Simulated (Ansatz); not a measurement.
H4NSi (SMILES [NH][SiH3]) moved off its minimum; all values from Ansatz (a first-principles code), cores frozen in correlated methods. Open shells are unrestricted.
(charge 0, multiplicity 2)
```xyz
6

N      1.1002    -0.3582    -0.3742
Si    -0.5263     0.1878     0.1651
H      1.9691     0.1333     0.2071
H     -0.5741     0.0575     1.3965
H     -1.3614    -0.7464    -0.5125
H     -0.6672     1.5981    -0.2520
```

| level | largest force (eV/Å) | on atom | rms difference from CCSD(T)/cc-pV(T+d)Z (eV/Å) | dipole (D) |
|---|---|---|---|---|
| HF/def2-TZVPP | 7.84 | Si2 | 0.307 | 1.94 |
| PBE/def2-TZVPP | 7.89 | H4 | 0.146 | 1.70 |
| r2SCAN/def2-TZVPP | 7.75 | H4 | 0.067 | 1.73 |
| B3LYP/def2-TZVPP | 7.63 | H4 | 0.055 | 1.79 |
| wB97M-V/def2-TZVPP | 7.60 | H4 | 0.088 | 1.81 |
| MP2/cc-pV(T+d)Z | 7.70 | H4 | 0.097 | 1.75 |
| CCSD(T)/cc-pV(T+d)Z | 7.73 | H4 | 0.000 | 1.71 |

The differences count from one level among others, with limits of its own. Forces at CCSD(T)/cc-pV(T+d)Z (eV/Å):

```tsv
atom	Fx	Fy	Fz
N1	2.573	1.504	1.646
Si2	2.252	0.871	-7.108
H3	-2.866	-1.376	-1.686
H4	-0.645	-0.658	7.676
H5	-1.023	-0.419	-0.480
H6	-0.290	0.078	-0.049
```
